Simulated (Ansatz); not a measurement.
Relaxation of ClF3H2SSi (8 atoms, charge 0, multiplicity 1), to a largest force component of 0.03 eV/Å in at most 50 steps.

Theory: RKS PBE0-D4/def2-SVP (Ansatz 0.2.0).

```xyz
8
Properties=species:S:1:pos:R:3
Si 0.232 0.069 -0.025
Cl 0.327 0.024 2.062
F 1.732 -0.079 -0.543
F -0.313 1.452 -0.579
F -0.570 -1.184 -0.593
S -2.991 0.166 0.935
H -3.021 -1.066 0.394
H -2.233 -0.255 2.005
```

Where does it end, and by what steps?

The forces met the threshold. After 11 steps the energy has fallen by 0.118 eV; H8 moved furthest, 0.59 Å.

```json
{"step": "0", "energy less start (eV)": "0.0000", "largest force component (eV/Å)": "1.203", "accepted": "yes"}
{"step": "1", "energy less start (eV)": "-0.0963", "largest force component (eV/Å)": "0.325", "accepted": "yes"}
{"step": "2", "energy less start (eV)": "-0.1048", "largest force component (eV/Å)": "0.244", "accepted": "yes"}
{"step": "3", "energy less start (eV)": "-0.1112", "largest force component (eV/Å)": "0.160", "accepted": "yes"}
{"step": "4", "energy less start (eV)": "-0.1137", "largest force component (eV/Å)": "0.063", "accepted": "yes"}
{"step": "5", "energy less start (eV)": "-0.1150", "largest force component (eV/Å)": "0.069", "accepted": "yes"}
{"step": "6", "energy less start (eV)": "-0.1058", "largest force component (eV/Å)": "0.642", "accepted": "no"}
{"step": "7", "energy less start (eV)": "-0.1161", "largest force component (eV/Å)": "0.054", "accepted": "yes"}
{"step": "8", "energy less start (eV)": "-0.1172", "largest force component (eV/Å)": "0.174", "accepted": "yes"}
{"step": "9", "energy less start (eV)": "-0.1181", "largest force component (eV/Å)": "0.064", "accepted": "yes"}
{"step": "10", "energy less start (eV)": "-0.1180", "largest force component (eV/Å)": "0.128", "accepted": "no"}
{"step": "11", "energy less start (eV)": "-0.1184", "largest force component (eV/Å)": "0.014", "accepted": "yes"}
```

```xyz
8
Properties=species:S:1:pos:R:3
Si 0.386 0.078 -0.047
Cl 0.547 0.101 1.960
F 1.840 -0.092 -0.679
F -0.225 1.432 -0.612
F -0.485 -1.164 -0.541
S -3.121 0.171 1.023
H -3.012 -0.997 0.358
H -2.767 -0.402 2.193
```

Whether the end is a true minimum wasn't checked by a vibrational analysis.

Run time: 39 s on 2 threads of Arm Neoverse V1, with other jobs on the host, peak memory 0.24 GiB.
